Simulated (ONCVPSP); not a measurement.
## Before and after: ONCV potential for Bi

ONCVPSP 4.0.1 input, shortened (lines: element, Z, core and valence counts, functional; n l f; lmax; l rc ep ncon nbas qcut; lloc lpopt rc5 dvloc0; l nproj debl; icmod fcfact rcfact), LDA (Perdew-Zunger), scalar-relativistic:

```
  Bi 83.00   11    4        3      upf
    1    0    2.00
    2    0    2.00
    2    1    6.00
    3    0    2.00
    3    1    6.00
    3    2   10.00
    4    0    2.00
    4    1    6.00
    4    2   10.00
    5    0    2.00
    5    1    6.00
    4    3   14.00
    5    2   10.00
    6    0    2.00
    6    1    3.00
    3
    0    1.70    0.00    5    8    3.60
    1    2.60    0.00    5    8    3.20
    2    1.10    0.00    4    8   10.30
    3    0.55    0.00    4    9   30.00
    4    5    0.40    0.00
    0    2    0.60
    1    3    1.90
    2    2    2.60
    3    2    3.70
    3    2.50    1.15
```

In the f channel the program set the typed energies aside and used -5.621, 0.250 Ha.

Change: p: rc 3.32.

Cutoffs: the cutoffs (Ha) at which the residual kinetic energy of the hardest occupied pseudo-wave falls to 1 and 0.1 mHa per electron; they do not see the model core or the augmentation charge, which bear on the density cutoff. Errors are all-electron minus pseudo energies relative to the spin-unpolarised reference configuration.

Q: What does the change do?

A: The potential gets neither clearly harder nor softer (405 Ha and 440 Ha → 405 Ha and 440 Ha); both files keep a bound ghost (d, p, s); of the 4 tests that both files solve, the error grows in 4 and shrinks in 0 by more than 15 % and 0.3 meV (median size 7.9 → 15.9 meV). More of the atom is replaced by a form fitted at one configuration, so other configurations suffer.

| quantity | base | changed |
| --- | --- | --- |
| cutoff, loose | 405 Ha | 405 Ha |
| cutoff, tight | 440 Ha | 440 Ha |
| loose cutoff by channel | s 54 Ha, p 6.0 Ha, d 36 Ha, f 405 Ha | s 54 Ha, p 3.5 Ha, d 36 Ha, f 405 Ha |
| bound ghosts | s, p, d | s, p, d |
| GHOST(+) flags under 300 eV | s at 138.5 eV | s at 138.5 eV |
| error for 4f14 5d10 6s2 6p2, meV [ΔE 8.15 eV] | -3.9 | -5.7 |
| error for 4f14 5d10 6s2 6p1, meV [ΔE 23.72 eV] | -12 | -26 |
| error for 4f14 5d10 6s2 6p0, meV [ΔE 47.43 eV] | -22 | -77 |
| error for 4f14 5d10 6s1 6p3, meV [ΔE 19.05 eV] | -4.2 | +5.9 |
| s: phases at 1.72 bohr within 0.05 rad from the reference energy up to (Ha; the scan ends near 5) | to the end of the scan | to the end of the scan |
| d: phases at 1.12 bohr within 0.05 rad from the reference energy up to (Ha; the scan ends near 5) | to the end of the scan | to the end of the scan |
| f: phases at 0.56 bohr within 0.05 rad from the reference energy up to (Ha; the scan ends near 5) | to the end of the scan | to the end of the scan |
| rms error of d²Exc/dni dnj with the model core, mHa | 8.28 | 8.28 |

 A true bound ghost makes a file unfit for plane-wave use even where its test errors are small: the radial tests pick states by their node count and pass the ghost by.
